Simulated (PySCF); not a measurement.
Simulated Si 2p region for `CO[Si](C)(C)C`, binding energy against the vacuum level.

Every computed line was given a Gaussian of 1.0 eV full width at half maximum and an area set by the number of equivalent atoms (split 2:1 within a doublet); the highest printed point is 100. Computed, not measured: PySCF, delta-SCF UKS SCAN, pcX-2 on the ionised atom, pcseg-1 elsewhere, spin-free X2C.

(binding energy (eV), intensity): (104.9, 0), (105.0, 0), (105.1, 1), (105.2, 2), (105.3, 3), (105.4, 6), (105.5, 10), (105.6, 16), (105.7, 24), (105.8, 34), (105.9, 45), (106.0, 58), (106.1, 71), (106.2, 83), (106.3, 92), (106.4, 98), (106.5, 100), (106.6, 99), (106.7, 94), (106.8, 87), (106.9, 79), (107.0, 70), (107.1, 60), (107.2, 50), (107.3, 40), (107.4, 31), (107.5, 23), (107.6, 17), (107.7, 11), (107.8, 7), (107.9, 5), (108.0, 3), (108.1, 1), (108.2, 1), (108.3, 0), (108.4, 0), (108.5, 0)

Problem. How many maxima does the curve show, and how many computed lines lie under it?

Solution. The curve has 1 maximum (at 106.5 eV). Under it lie 2 lines from 1 inequivalent silicon site, drawn as a 2p3/2, 2p1/2 pair. At this width some lines have no maximum of their own.

Problem. Decompose the envelope and assign each component. Numbering: `[CH3:1][O:2][Si:3]([CH3:4])([CH3:5])[CH3:6]`.

Solution. 
| position (eV) | relative area | line | atoms | environment |
| --- | --- | --- | --- | --- |
| 106.38 | 0.67 | Si 2p3/2 | Si3 | oxygen-bound silicon |
| 107.00 | 0.33 | Si 2p1/2 | Si3 | oxygen-bound silicon |

Problem. What are the centre and the root-mean-square width of the whole band?

Solution. The area-weighted mean of the lines is 106.59 eV. Their own spread about it is 0.29 eV (rms) and each Gaussian has σ = 1.0/2.355 = 0.42 eV; the variances add, which gives 0.52 eV.

No satellites, vibrations or lifetime broadening are included. Spin–orbit coupling isn't in the SCF: each 2p doublet comes from a relaxed spin-free hole plus a matrix of the shell (mean-field spin–orbit coupling and the ground-state 2p splitting), with 2p3/2 averaged over its two sublevels. 2p1/2 minus 2p3/2 (ligand field included): Si 0.63 eV. Isolated species at its PBE0-D3(BJ)/def2-SVP geometry, gas phase.

Shape of the structure used: `[CH3:1][O:2][Si:3]([CH3:4])([CH3:5])[CH3:6]`: C1–O2–Si3–C4 -56°.
